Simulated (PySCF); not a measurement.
Dipole moment and polarisability of `C[SiH2]/C(F)=C1\C=CC1`

Species: C₆H₉FSi.
SMILES with atom numbers: `[CH3:1][SiH2:2]/[C:3]([F:4])=[C:5]1\[CH:6]=[CH:7][CH2:8]1` (hydrogens: H9, H10, H11 on C1; H12, H13 on Si2; H14 on C6; H15 on C7; H16, H17 on C8)

Geometry (GFN2-xTB, Å), atoms numbered from 1 in this order:
```
atom  x, y, z in Å
C1     2.892    0.532    0.109
Si2    1.699   -0.935    0.285
C3     0.014   -0.276    0.852
F4    -0.050    0.003    2.190
C5    -1.072   -0.053    0.123
C6    -1.419   -0.202   -1.282
C7    -2.669    0.250   -1.099
C8    -2.485    0.466    0.385
H9     2.537    1.245   -0.631
H10    3.002    1.065    1.051
H11    3.878    0.199   -0.198
H12    2.166   -1.868    1.313
H13    1.504   -1.615   -0.999
H14   -0.858   -0.546   -2.130
H15   -3.516    0.413   -1.741
H16   -3.091   -0.163    1.036
H17   -2.540    1.498    0.728
```

Level: CAM-B3LYP/def2-SVPD (PySCF), static field, nuclei fixed, core orbitals frozen in the response. The polarisability tensor in these axes (au):

```
x   130.15  -9.89  13.49
y    -9.89  77.59  -0.48
z    13.49  -0.48  91.58
```

**Question.** Diagonalise the tensor; give its mean and Δα, where Δα² is half the sum of the squared differences of the eigenvalues.

**Answer.** Principal values 75.50, 87.85 and 135.97 au; mean 99.77 au = 14.78 Å³ = 16.45 × 10⁻⁴⁰ C²·m²/J; Δα = 55.34 au (55 % of the mean).

**Question.** What is the dipole moment, and where does it point?

**Answer.** (-0.18, 0.29, -1.77) D, 1.81 D in size, pointing from the negative to the positive side. Measured along this direction, the outermost atoms are F4 at the negative end and H15 and H14 at the positive end.

**Question.** Form Σ f/ω² (atomic units) for the 8 lowest TDDFT singlets, given as eV and f, and set it beside the mean polarisability, which is this sum over all singlets: 5.53, 0.5513; 6.32, 0.0009; 6.52, 0.0172; 6.79, 0.0115; 6.82, 0.0037; 7.01, 0.0176; 7.13, 0.0075; 7.33, 0.0010.

**Answer.** They add up to 14.31 au, 14.3 % of the 99.77 au; the largest single term is 13.36 au, from the state at 5.53 eV. Terms in order: 13.36, 0.02, 0.30, 0.19, 0.06, 0.27, 0.11, 0.01 au. Higher excitations give the rest. The strengths listed sum to 0.611.

**Question.** Estimate the molar refractivity from the static electronic polarisability.

**Answer.** Lorentz–Lorenz: R = (4π/3)N_A α = 2.5225 cm³/(mol·Å³) × 14.78 Å³ = 37.3 cm³/mol, in the limit of long wavelengths.

**Question.** Traceless (Buckingham) quadrupole moment about the centre of nuclear charge: eigenvalues?

**Answer.** -5.07, -3.31, 8.38 D·Å. The values depend on the origin, since the dipole doesn't vanish. The electronic extent ⟨r²⟩ about the same centre is 1404 bohr², a root-mean-square distance of 2.40 Å for the 68 electrons.

**Question.** What would n − 1 = 2πNα be for an ideal gas of these molecules at 298.15 K and 1 atm, electronic part alone?

**Answer.** N = p/kT = 2.4615 × 10¹⁹ cm⁻³, so n − 1 = 2π × N × 14.78 × 10⁻²⁴ cm³ = 2287 × 10⁻⁶ at long wavelengths, for an ideal gas.

**Question.** Find the Langevin capture rate constant for NO+ (29.998 u) meeting this molecule (128.046 u), k = 2.342 × 10⁻⁹ cm³/s × √(α in Å³ / reduced mass in u).

**Answer.** The reduced mass is 24.30 u, so k = 1.83 × 10⁻⁹ cm³/s. The formula leaves out the permanent dipole, which adds to the capture rate.

One conformer (not necessarily the lowest) at the GFN2-xTB geometry, without solvent, vibrations or thermal averaging.
